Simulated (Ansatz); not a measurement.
System: C₂H₂B, charge 0, doublet. C2H2B (SMILES [BH]C#C, doublet).
B3LYP-D3(BJ)/def2-TZVP minimum from Ansatz (a program for electronic structure):
```xyz
5

B      0.2892    -1.3538    -0.4047
C      0.0007     0.0021    -0.0070
C     -0.2524     1.1140     0.4334
H     -0.4724     2.0820     0.8149
H      0.5366    -2.0092    -1.3493
```
Charge 0, spin multiplicity 2.

Total energies in cc-pVDZ, 13 correlated electrons, 3 frozen orbitals. Radicals and triplets start from unrestricted determinants; spin-orbit coupling is neglected. Correlated methods leave the cores frozen. No relativity. The UHF reference of C2H2B ([BH]C#C, doublet) is spin-contaminated (<S^2> up to 0.18 over the pure value in the sets run).

```csv
method,program,energy (Eh),minus CCSDT(Q) (mEh)
HF,Ansatz,-101.46172,344.80
MP2,Ansatz,-101.75279,53.74
CCSD,Ansatz,-101.78952,17.01
CCSD(T),Ansatz,-101.80380,2.72
CCSDT(Q),Ansatz,-101.80653,0.00
```

Rough core times of Ansatz's runs on a shared machine: CCSD(T) 20 s, CCSDT(Q) 3 min.
